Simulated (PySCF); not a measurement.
# Potential energy of SeH along the bond

Set-up: PySCF, no relativity, basis sets H 6-31G(d,p), Se 6-31G(d,p). Energies in eV from H + Se in their ground configurations at the same level. State: ²Π (doublet), unpaired electrons π ↑.

```tsv
R (Å)	UHF-SCS-MP2	PW91	UHF	PBE0
1.267	-2.402	-2.724	-1.645	-2.682
1.326	-2.741	-3.093	-1.986	-3.038
1.385	-2.928	-3.311	-2.172	-3.242
1.429	-2.991	-3.398	-2.232	-3.317
1.473	-3.000	-3.433	-2.236	-3.338
1.517	-2.967	-3.425	-2.197	-3.317
1.576	-2.872	-3.363	-2.091	-3.237
1.650	-2.691	-3.223	-1.894	-3.074
1.738	-2.414	-2.995	-1.597	-2.816
1.856	-1.931	-2.631	-1.159	-2.414
```

Problem. Put a parabola through the three lowest points of the UHF-SCS-MP2 curve and estimate Re, k and ωe (reduced mass 0.9953 u; 1 eV/Å² = 0.16022 mdyn/Å; ωe = 1302.8·√(k/μ) cm⁻¹).

Solution. Through R = 1.429, 1.473, 1.517 Å the second-order coefficient is 10.8 eV/Å², so Re ≈ 1.460 Å, k ≈ 3.48 mdyn/Å and ωe ≈ 2435 cm⁻¹. A polynomial fit of higher order to the unrounded UHF-SCS-MP2 energies gives Re = 1.460 Å, k = 3.71 mdyn/Å, ωe = 2516 cm⁻¹; anharmonicity and rounding make the difference.

The higher-order fit for each curve: UHF-SCS-MP2: Re = 1.460 Å, ωe = 2516 cm⁻¹, De = 3.00 eV; PW91: Re = 1.486 Å, ωe = 2357 cm⁻¹, De = 3.43 eV; UHF: Re = 1.455 Å, ωe = 2591 cm⁻¹, De = 2.24 eV; PBE0: Re = 1.472 Å, ωe = 2454 cm⁻¹, De = 3.34 eV.

Correlated steps freeze 9 core orbitals. Correlated levels converge slowly with the basis: in double zeta they bind strong bonds too weakly, by up to about 1 eV, and carry superposition errors of some tenths. Spin–orbit coupling is left out. The state is the lowest determinant that a PBE0 search found; another state may lie lower at other levels.
